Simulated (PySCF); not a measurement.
**Unknown compound**

Molecular formula: C7H13NSi. Simulated spectra:

1H NMR (600 MHz, computed): δ 8.88 (s, 1H), 6.33 (br s, 1H), 6.17 (br s, 1H), 5.80 (br s, 1H), 5.51 (br s, 1H), 5.29 (s, 2H), 2.08 (s, 3H), 2.03 (s, 3H).

13C{1H} NMR (computed): δ 178.8 (CH), 156.4 (C), 149.4 (C), 135.4 (CH2), 134.8 (CH2), 25.9 (CH3), 20.9 (CH3).

Theoretical values (PySCF 2.14): geometry from GFN2-xTB, GIAO PBE0/pcSseg-1 shieldings. Single conformer, non-relativistic Hamiltonian, gas phase, fast rotation and ring inversion assumed for equivalent nuclei.

References, each an isolated molecule treated in the same way: 1H and 13C vs TMS.

Choose the structure that fits.
A. C=C1CC/C1=C/C[SiH2]N
B. CC#C[C@@H]1C[Si@@H]1N(C)C
C. C=C(C)/C=N/[SiH2]C(=C)C

Results:

C. 

- The formula gives 3 degrees of unsaturation (no ring in the answer).
- 7 carbon signals for 7 carbons: no two carbons are equivalent.
- Carbon types of the structure: 2 × C, 1 × CH, 2 × CH2, 2 × CH3, leaving 2 H on heteroatoms.
- δC 178.8: C=N carbon.
- δC 156.4, 149.4: fully substituted alkene carbon; as expected for a trigonal carbon in a double bond.
- δC 135.4, 134.8: terminal =CH2 carbon; as expected for a trigonal carbon in a double bond.
- δH 8.88: hydrogen on a C=N carbon.
- δH 6.33, 6.17, 5.80, 5.51: hydrogen on a terminal =CH2 carbon; a vinylic proton, deshielded by the sp2 carbon and the C=C anisotropy.

The others: C=C1CC/C1=C/C[SiH2]N would give 7 signals for carbon-bound and other non-exchanging H, not 8; CC#C[C@@H]1C[Si@@H]1N(C)C would give 6 carbon signals, not 7.

Shifts are as computed. Against solution values, carbons near 30 ppm lie about +3 ppm off and those near 130 ppm about +5 ppm. Of 1309 compounds with measured shifts, 239 miss one by over three times the rms of a fit or turn the order of signals round; such compounds aren't used in these exercises. Multiplicities follow the n + 1 count of equivalent neighbours, as no J values were calculated; m marks all less simple cases, F and P coupling included.
